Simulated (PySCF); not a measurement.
# ¹⁹F chemical shifts

Theoretical values (PySCF): structure optimised with GFN2-xTB, NMR shieldings at PBE0/pcSseg-1/GIAO. Isolated molecule, no relativistic terms, averaged over atoms made equivalent by symmetry, fast rotation or ring inversion, single conformer.

Shieldings were converted by a linear fit to measured shifts: ¹⁹F: δ = 146.13 − 0.903σ +14.6 on sp3 carbon (rms 6.0 ppm, 223 shifts, 7.0 ppm with the 5 outliers that the fit left out vs CFCl3, solution or neat liquid). Occasional misses reach two or three times the rms, and more in compound classes unlike the fitted ones.

**Question.** Give the ¹⁹F shifts of `FC(F)(F)P1CCC1`, `FC(F)O[C@@H]1COCCO1`, `C[Si@H]1C=CC(F)=C1`, `O=COCC(F)(F)Cl`.

**Answer.** 
```
                                                         compound                   environment  δ (ppm)
                                                   FC(F)(F)P1CCC1  fluorine of a CF3 group (×3)    -63.7
[F:1][CH:2]([F:3])[O:4][C@@H:5]1[CH2:6][O:7][CH2:8][CH2:9][O:10]1   F3: fluorine of a CF2 group    -90.4
[F:1][CH:2]([F:3])[O:4][C@@H:5]1[CH2:6][O:7][CH2:8][CH2:9][O:10]1   F1: fluorine of a CF2 group    -97.5
                                               C[Si@H]1C=CC(F)=C1              vinylic fluorine    -83.3
                                                   O=COCC(F)(F)Cl  fluorine of a CF2 group (×2)    -59.0
```
